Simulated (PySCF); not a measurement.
Molecule: `InChI=1S/C3H10BN/c1-4-5(2)3/h4H,1-3H3`.

Bonds (- single, = double, # triple, : aromatic): C1-B2, B2-N3, N3-C4, N3-C5. C1 carries H6, H7, H8; B2 carries H9; C4 carries H10, H11, H12; C5 carries H13, H14, H15.

Frames of a GFN2-xTB Langevin trajectory at 200 K; GIAO PBE0/pcSseg-1 shieldings in PySCF 2.14.0 with density-fitted response routines, gas phase, non-relativistic; equivalent atoms averaged within each frame.

δ = σ(ref) − σ, references computed at the same level: $^{13}$C (σref 186.93), $^{1}$H (σref 31.72) vs TMS; $^{11}$B (σref 100.07) vs BF3·OEt2; NH3 for $^{15}$N (σref 267.73). The references are static minima.

Question: How do the shifts (ppm) fluctuate along the trajectory?

Answer: 
| time (fs) | C4/C5 | C1 | B2 | N3 | H9 | H10/H11/H12/H13/H14/H15 | H6/H7/H8 |
| --- | --- | --- | --- | --- | --- | --- | --- |
| optimised geometry | 44.4 | 1.7 | 39.8 | 132.5 | 5.04 | 2.96 | 0.25 |
| 250 | 45.0 | 4.2 | 41.6 | 126.8 | 5.03 | 3.20 | 0.49 |
| 425 | 42.0 | 10.1 | 41.0 | 117.1 | 5.21 | 3.10 | 0.76 |
| 625 | 42.2 | 4.8 | 42.5 | 129.1 | 4.84 | 2.77 | 0.69 |
| 800 | 47.2 | -0.7 | 39.2 | 146.0 | 5.29 | 3.14 | 0.00 |
| 1000 | 44.1 | 6.7 | 44.5 | 135.8 | 5.34 | 3.24 | 1.27 |
| mean of frames | 44.1 | 5.0 | 41.7 | 131.0 | 5.14 | 3.09 | 0.64 |
| standard deviation | 2.1 | 3.9 | 2.0 | 10.8 | 0.20 | 0.19 | 0.46 |

5 frames give an uncertainty of the mean of about the standard deviation over 2.2 at best, since frames this close in time may not be independent; classical motion lacks zero-point vibration, and the reference would need the same averaging.
